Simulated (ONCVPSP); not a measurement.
**What the settings do to the ONCV potential of technetium (Tc)**

Base potential:

```
Element                 : Tc (Z = 43)
Generator               : ONCVPSP 4.0.1
Type                    : optimised norm-conserving Vanderbilt (ONCV)
Functional              : PBE
Relativity              : scalar-relativistic
Frozen core             : [Kr]
Valence charge          : 7
Reference configuration : 4d5 5s2
Partial waves           : 5s: rc 2.25 bohr, ncon 5, nbas 9, qcut 2.5 1/bohr, 2 projectors, debl 2.4 Ha; p scattering state at 0.27 Ha: rc 2.40 bohr, ncon 3, nbas 8, qcut 3.5 1/bohr, 3 projectors, debl 0.4 Ha; 4d: rc 2.15 bohr, ncon 4, nbas 9, qcut 5.9 1/bohr, 3 projectors, debl 1.3 Ha
Local potential         : polynomial inside 1.50 bohr (lpopt 5, dvloc0 4 Ha)
Core correction         : Teter function fitted to the true core (icmod 2), fcfact 0.75
```

Cutoffs, loose and tight: the cutoffs (Ha) at which the residual kinetic energy of the hardest occupied pseudo-wave falls to 1 and 0.1 mHa per electron. They do not see the model core or the augmentation charge, which bear on the density cutoff. Test errors are all-electron minus pseudo excitation energies from the reference, over the configurations 4d5 5s1; 4d5 5s0; 4d4 5s0; 4d4 5s2. A dash means not determined; rows that change the core or the reference have their own tests.

A true bound ghost makes a file unfit for plane-wave use even where its test errors are small: the radial tests pick states by their node count and pass the ghost by.

```csv
change,outcome,"cutoff, loose","cutoff, tight",bound ghosts,GHOST(+) flags above zero,largest test error (meV)
base,generated,33 Ha,44 Ha,p,"s, p",-72
"core correction polynomial model core, fcfact 0.65",generated,33 Ha,44 Ha,p,"s, p",-124
d: qcut 5.4,generated,33 Ha,44 Ha,p,"s, p",-69
d: debl 0.3,generated,33 Ha,44 Ha,p,"s, p, d",-72
"core correction Teter function fitted to the true core (icmod 2), fcfact 0.44",generated,33 Ha,44 Ha,p,"s, p",-89
"d: ncon 5, nbas 10",generated,33 Ha,44 Ha,p,"s, p",-75
"local potential polynomial inside 1.50 bohr (lpopt 5, dvloc0 2.5 Ha)",generated,33 Ha,44 Ha,p,"s, p",-72
```
